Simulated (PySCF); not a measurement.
## Zr: ionisation energy

Zr [Kr] 4d2 5s2 (3F) → Zr+ [Kr] 4d2 5s1 (4F), as a difference of total energies. Computed with PySCF 2.14 in def2-SVP with the def2 core potential (28 electrons), with a scalar-relativistic core potential. Correlated levels: valence: 4s2 4p6 frozen. The calculations carry no spin-orbit coupling.

| method | ionisation energy (eV) | error (eV) |
| --- | --- | --- |
| UHF | 5.193 | -1.446 |
| MN15 | 6.887 | +0.248 |
| LDA | 6.748 | +0.109 |
| MP2 (valence) | 5.911 | -0.728 |
| SCS-MP2 (valence) | 6.057 | -0.582 |

Reference: 6.639 eV (measured; NIST levels, between the centres of gravity of the two terms).

Errors of the correlated levels include the incompleteness of this basis and the frozen core.

MP2 underrates the near-degeneracy of ns² with np² in the lower species.
